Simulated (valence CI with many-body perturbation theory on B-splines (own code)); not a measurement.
# Level structure of Eu XLIX

Computed by valence CI with perturbative core correlation (CI+MBPT): five valence electrons over a frozen Dirac-Fock core [Ne], a basis of 11 s, 11 p, 10 d, 8 f, 5 g, 2 h functions for each j, with the one-electron correlation potential Σ1 (screened to all orders), the two-electron term Σ2, the three-electron term Σ3, Breit, model QED; selected single and double excitations, second order for the rest, scaled by the run's own slope (own B-spline code, finite nucleus).

No measured spectrum was set against this ion. As an estimate, large intervals hold to a few tenths of a per cent, small ones and those within an open d or f shell to about a per cent. Among the levels kept, up to 3300 cm⁻¹ of a level comes from second order outside the variational space, and about a tenth of that is noise between levels of different J, which matters for small intervals.

Levels 91 to 135 of 168, with energies above the lowest level, (3s^2 3p1/2^2 3p3/2) J=3/2. "Leading %" is the weight of the configuration and term that name the level; weights of strongly mixed levels are sums over their largest components and can fall short. In the jj column 3d3/2^4 stands for four electrons in 3d with j = 3/2. Lifetimes count E1, E2, E3, M1 and M2 decay at the calculated energies, and are blank where another channel may lead or the interval is too uncertain; long ones can be off by a factor of two.

| No. | Configuration | Term | J | E (eV) | Leading % | g | Lifetime | Leading jj |
| --- | --- | --- | --- | --- | --- | --- | --- | --- |
| 91 | 3s.3p3.3d | 2F° | 5/2 | 675.22 | 27 | 1.071 | 868 fs | 3s 3p1/2 3p3/2^2 3d3/2 (89 %) |
| 92 | 3s.3p3.3d | 4G° | 11/2 | 676.34 | 96 | 1.264 | 8.90 ps | 3s 3p1/2 3p3/2^2 3d5/2 (96 %) |
| 93 | 3s.3p3.3d | 4F° | 9/2 | 680.38 | 48 | 1.231 | 4.20 ps | 3s 3p1/2 3p3/2^2 3d5/2 (83 %) |
| 94 | 3s.3p3.3d | 4P° | 1/2 | 681.42 | 36 | 1.812 | 2.30 ps | 3s 3p1/2 3p3/2^2 3d5/2 (77 %) |
| 95 | 3s.3p3.3d | 2P° | 1/2 | 685.32 | 33 | 0.792 | 714 fs | 3s 3p1/2 3p3/2^2 3d3/2 (56 %) |
| 96 | 3s.3p3.3d | 4D° | 3/2 | 685.60 | 24 | 1.373 | 891 fs | 3s 3p1/2 3p3/2^2 3d3/2 (66 %) |
| 97 | 3s.3p3.3d | 4D° | 5/2 | 686.97 | 29 | 1.131 | 1.13 ps | 3s 3p1/2 3p3/2^2 3d5/2 (47 %) |
| 98 | 3s.3p2.3d2 | 4P | 1/2 | 687.22 | 45 | 2.535 | 17.5 ps | 3s 3p1/2^2 3d3/2^2 (88 %) |
| 99 | 3s.3p3.3d | 4D° | 5/2 | 692.12 | 29 | 1.253 | 1.42 ps | 3s 3p1/2 3p3/2^2 3d5/2 (59 %) |
| 100 | 3s.3p3.3d | 4D° | 1/2 | 693.47 | 42 | 0.578 | 749 fs | 3s 3p1/2 3p3/2^2 3d3/2 (75 %) |
| 101 | 3s.3p3.3d | 2D° | 3/2 | 694.20 | 27 | 1.118 | 813 fs | 3s 3p1/2 3p3/2^2 3d3/2 (40 %) |
| 102 | 3s.3p3.3d | 4D° | 3/2 | 696.06 | 21 | 1.151 | 1.01 ps | 3s 3p1/2 3p3/2^2 3d5/2 (53 %) |
| 103 | 3s.3p3.3d | 2F° | 7/2 | 696.37 | 50 | 1.129 | 3.44 ps | 3s 3p1/2 3p3/2^2 3d5/2 (84 %) |
| 104 | 3s.3p3.3d | 4D° | 5/2 | 699.74 | 29 | 1.274 | 1.21 ps | 3s 3p1/2 3p3/2^2 3d5/2 (68 %) |
| 105 | 3s.3p3.3d | 2P° | 1/2 | 700.18 | 42 | 1.058 | 911 fs | 3s 3p1/2 3p3/2^2 3d5/2 (38 %) |
| 106 | 3s.3p3.3d | 4D° | 7/2 | 705.14 | 30 | 1.208 | 1.66 ps | 3s 3p1/2 3p3/2^2 3d5/2 (80 %) |
| 107 | 3s.3p3.3d | 2G° | 9/2 | 707.14 | 64 | 1.124 | 1.96 ps | 3s 3p1/2 3p3/2^2 3d5/2 (77 %) |
| 108 | 3s.3p3.3d | 2P° | 3/2 | 707.52 | 26 | 1.262 | 1.42 ps | 3s 3p1/2 3p3/2^2 3d5/2 (73 %) |
| 109 | 3s.3p3.3d | 4D° | 5/2 | 708.90 | 28 | 1.142 | 1.57 ps | 3s 3p1/2 3p3/2^2 3d5/2 (83 %) |
| 110 | 3s.3p2.3d2 | 4F | 7/2 | 709.36 | 26 | 1.240 | 7.88 ps | 3s 3p1/2^2 3d3/2 3d5/2 (91 %) |
| 111 | 3s.3p2.3d2 | 6G | 5/2 | 714.67 | 17 | 1.209 | 7.00 ps | 3s 3p1/2^2 3d3/2 3d5/2 (88 %) |
| 112 | 3s.3p3.3d | 2F° | 5/2 | 714.89 | 44 | 1.068 | 2.73 ps | 3s 3p1/2 3p3/2^2 3d5/2 (85 %) |
| 113 | 3s.3p3.3d | 4D° | 7/2 | 715.07 | 38 | 1.245 | 1.04 ps | 3s 3p1/2 3p3/2^2 3d5/2 (94 %) |
| 114 | 3s.3p3.3d | 2F° | 7/2 | 718.65 | 39 | 1.162 | 1.29 ps | 3s 3p1/2 3p3/2^2 3d5/2 (77 %) |
| 115 | 3s.3p3.3d | 2P° | 3/2 | 719.03 | 42 | 1.059 | 1.72 ps | 3s 3p1/2 3p3/2^2 3d5/2 (79 %) |
| 116 | 3s.3p2.3d2 | 6D | 3/2 | 719.24 | 34 | 1.641 | 6.16 ps | 3s 3p1/2^2 3d3/2 3d5/2 (93 %) |
| 117 | 3s.3p3.3d | 2D° | 5/2 | 722.05 | 44 | 1.201 | 1.38 ps | 3s 3p1/2 3p3/2^2 3d5/2 (83 %) |
| 118 | 3s.3p2.3d2 | 4F | 9/2 | 725.50 | 30 | 1.237 | 5.19 ps | 3s 3p1/2^2 3d3/2 3d5/2 (87 %) |
| 119 | 3s.3p3.3d | 2S° | 1/2 | 726.24 | 34 | 1.169 | 1.19 ps | 3s 3p1/2 3p3/2^2 3d5/2 (71 %) |
| 120 | 3s.3p2.3d2 | 2F | 5/2 | 727.36 | 24 | 1.123 | 5.68 ps | 3s 3p1/2^2 3d3/2 3d5/2 (91 %) |
| 121 | 3s.3p3.3d | 2D° | 3/2 | 728.41 | 29 | 1.101 | 818 fs | 3s 3p1/2 3p3/2^2 3d5/2 (70 %) |
| 122 | 3s.3p2.3d2 | 2D | 3/2 | 730.75 | 19 | 1.054 | 6.86 ps | 3s 3p1/2^2 3d3/2 3d5/2 (84 %) |
| 123 | 3s2.3p.3d2 | 2G° | 7/2 | 732.66 | 27 | 1.073 | 543 fs | 3s^2 3p3/2 3d3/2^2 (77 %) |
| 124 | 3s.3p2.3d2 | 2G | 7/2 | 732.80 | 28 | 0.929 | 5.79 ps | 3s 3p1/2^2 3d3/2 3d5/2 (93 %) |
| 125 | 3s2.3p.3d2 | 4F° | 5/2 | 734.29 | 29 | 1.031 | 452 fs | 3s^2 3p3/2 3d3/2^2 (67 %) |
| 126 | 3s2.3p.3d2 | 4D° | 1/2 | 735.33 | 47 | 0.352 | 445 fs | 3s^2 3p3/2 3d3/2^2 (67 %) |
| 127 | 3s.3p3.3d | 2D° | 5/2 | 736.11 | 33 | 1.069 | 811 fs | 3s 3p1/2 3p3/2^2 3d5/2 (79 %) |
| 128 | 3s.3p2.3d2 | 2P | 1/2 | 736.81 | 35 | 1.132 | 6.16 ps | 3s 3p1/2^2 3d3/2 3d5/2 (85 %) |
| 129 | 3s2.3p.3d2 | 4D° | 3/2 | 737.28 | 20 | 0.956 | 422 fs | 3s^2 3p3/2 3d3/2^2 (52 %) |
| 130 | 3s.3p3.3d | 2D° | 3/2 | 738.58 | 25 | 1.155 | 927 fs | 3s 3p1/2 3p3/2^2 3d5/2 (69 %) |
| 131 | 3s2.3p.3d2 | 4G° | 9/2 | 750.07 | 44 | 1.187 | 779 fs | 3s^2 3p3/2 3d3/2 3d5/2 (79 %) |
| 132 | 3s2.3p.3d2 | 4S° | 3/2 | 751.95 | 16 | 1.386 | 406 fs | 3s^2 3p3/2 3d3/2^2 (64 %) |
| 133 | 3s2.3p.3d2 | 4G° | 11/2 | 752.91 | 60 | 1.196 | 1.85 ps | 3s^2 3p3/2 3d3/2 3d5/2 (79 %) |
| 134 | 3s2.3p.3d2 | 4F° | 7/2 | 754.50 | 26 | 1.186 | 684 fs | 3s^2 3p3/2 3d3/2 3d5/2 (76 %) |
| 135 | 3s2.3p.3d2 | 4D° | 3/2 | 759.07 | 29 | 1.234 | 752 fs | 3s^2 3p3/2 3d3/2 3d5/2 (73 %) |

Where two levels of one J and parity lie close, their mixing, g and order are uncertain.
